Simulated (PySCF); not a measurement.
Compound: 2,5-dimethylpyrrole, C₆H₉N.
Atom-mapped SMILES: `[CH3:1][c:2]1[cH:3][cH:4][c:5]([CH3:6])[nH:7]1` (hydrogens: H8, H9, H10 on C1; H11 on C3; H12 on C4; H13, H14, H15 on C6; H16 on N7)

The same species was optimised twice, with GFN2-xTB and with PBE0-D3(BJ)/def2-SVP (PySCF), and the same property calculations (PySCF, gas phase) were run on both structures.

```csv
coordinate,GFN2-xTB,PBE0-D3(BJ)/def2-SVP,change
C3–C4 (Å),1.412,1.424,+0.012
C2–C3 (Å),1.369,1.380,+0.011
C4–C5 (Å),1.369,1.380,+0.011
C2–N7 (Å),1.366,1.372,+0.006
C5–N7 (Å),1.366,1.372,+0.006
C5–C6 (Å),1.488,1.488,0.000
C1–C2 (Å),1.488,1.488,0.000
C2–N7–C5 (°),110.1,111.1,+1.0
C1–C2–N7 (°),121.5,122.1,+0.6
C3–C2–N7 (°),107.3,106.7,-0.6
C6–C5–N7 (°),121.5,122.1,+0.6
C4–C5–N7 (°),107.3,106.8,-0.5
C2–C3–C4 (°),107.6,107.7,+0.1
C3–C4–C5 (°),107.6,107.7,+0.1
C1–C2–C3 (°),131.2,131.2,0.0
```

Rotational constants: A = 6347, B = 2054, C = 1583 MHz (GFN2-xTB) against A = 6299, B = 2024, C = 1562 MHz (PBE0-D3(BJ)/def2-SVP). Point groups within 0.08 Å: C2v and C2v.

On the GFN2-xTB structure: HOMO (eV) -5.53 [PBE0/pcSseg-1]; LUMO (eV) 1.24 [PBE0/pcSseg-1]; dipole (D) 2.08 [PBE0/pcSseg-1]; GIAO shielding of C1/C6 (mean) (ppm) 171.7 [PBE0/pcSseg-1]; GIAO shielding of C2/C5 (mean) (ppm) 58.8 [PBE0/pcSseg-1]; GIAO shielding of C3/C4 (mean) (ppm) 75.4 [PBE0/pcSseg-1]; GIAO shielding of N7 (ppm) 90.7 [PBE0/pcSseg-1].

Problem. What do these properties become on the PBE0-D3(BJ)/def2-SVP structure?

Solution. 
```csv
property,level,on GFN2-xTB,on PBE0-D3(BJ)/def2-SVP,change
HOMO (eV),PBE0/pcSseg-1,-5.53,-5.55,-0.02
LUMO (eV),PBE0/pcSseg-1,1.24,1.13,-0.11
dipole (D),PBE0/pcSseg-1,2.08,2.09,+0.01
"energy, GFN2-xTB geometry as zero (kcal/mol)",PBE0/pcSseg-1,0.0,-0.4,-0.4
GIAO shielding of C1/C6 (mean) (ppm),PBE0/pcSseg-1,171.7,170.1,-1.6
GIAO shielding of C2/C5 (mean) (ppm),PBE0/pcSseg-1,58.8,56.9,-1.9
GIAO shielding of C3/C4 (mean) (ppm),PBE0/pcSseg-1,75.4,72.2,-3.2
GIAO shielding of N7 (ppm),PBE0/pcSseg-1,90.7,87.8,-2.9
```

The heavy atoms differ by 0.011 Å rms after alignment. Among bonds between heavy atoms C2–C3, C3–C4 and C4–C5 change most and about equally (+0.011 to +0.012 Å). Changes are differences of the printed values. Neither structure is proved a minimum here.
